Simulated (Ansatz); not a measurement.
Process, species as SMILES: CB(F)F [difluoro(methyl)borane] -> [CH2]B(F)F + H atom (the C-H bond at the site shown breaks; other sites are not compared here)
Each molecule is optimised on its own at B3LYP-D3(BJ)/def2-TZVP (Ansatz, a quantum-chemistry and plane-wave program), one conformer each, not searched for the lowest.

Quantity: bond dissociation energy (electronic energy difference), in kcal/mol. Valence correlation only, unless marked. UHF or UKS for open shells. No spin-orbit coupling. No relativistic terms. Basis-set limits of correlation are two-point, X^-3; Hartree-Fock from the larger set. [CCSD(T)-MP2]/basis is that difference in the basis named.

```csv
level,program,bond dissociation energy (kcal/mol),minus last row
BLYP/def2-TZVPD,Ansatz,101.3,-4.5
PBE0-D3(BJ)/def2-TZVP,Ansatz + dftd3,102.0,-3.8
PBE0-D3(BJ)/def2-TZVPD,Ansatz + dftd3,102.0,-3.8
HSE06-D4/def2-TZVPD,Ansatz + dftd4,102.0,-3.8
wB97M-V/def2-TZVPD,Ansatz,104.9,-0.9
MP2/aug-cc-pVTZ,Ansatz,104.2,-1.6
SCS-MP2/6-31G,Ansatz,93.4,-12.4
CCSD/6-31G,Ansatz,93.0,-12.8
CCSD(T)/aug-cc-pVDZ,Ansatz,101.1,-4.7
"RI-MP2/CBS(aug-cc-pVTZ,aug-cc-pVQZ)+[CCSD(T)-MP2]/aug-cc-pVTZ",Ansatz,105.8,0.0
```
